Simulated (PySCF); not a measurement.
Basis-set dependence of BeH at PBE0

PySCF, UKS reference; doublet, unpaired electrons σ ↑; De to Be + H without counterpoise correction.

```tsv
basis	relativity	functions	Re (Å)	ωe (cm⁻¹)	De (eV)	μ (D)
pcseg-1	no relativity	14	1.352	2057	2.33	-0.27
6-31G(d,p)	no relativity	19	1.356	2049	2.44	-0.27
jorge-DZP-DKH	spin-free X2C	20	1.362	2013	2.35	-0.19
aug-pcseg-1	no relativity	22	1.354	2043	2.34	-0.25
def2-TZVP	no relativity	25	1.356	2022	2.38	-0.23
def2-TZVPP	no relativity	33	1.356	2023	2.38	-0.24
```

Question: How does each smaller set differ from the one with most functions, def2-TZVPP?

Answer: pcseg-1: -0.4 pm, +1.7 % in ωe, -0.05 eV in De; 6-31G(d,p): +0.0 pm, +1.3 % in ωe, +0.06 eV in De; jorge-DZP-DKH: +0.6 pm, -0.5 % in ωe, -0.03 eV in De; aug-pcseg-1: -0.2 pm, +1.0 % in ωe, -0.04 eV in De; def2-TZVP: +0.0 pm, -0.0 % in ωe, +0.00 eV in De. All at PBE0; the set with most functions is neither the basis-set limit nor always the best. The rows treat relativity differently, so the differences are not basis effects alone.

A positive dipole means Be(−)H(+). The state was picked by a PBE0 search and need not be the measured ground state.
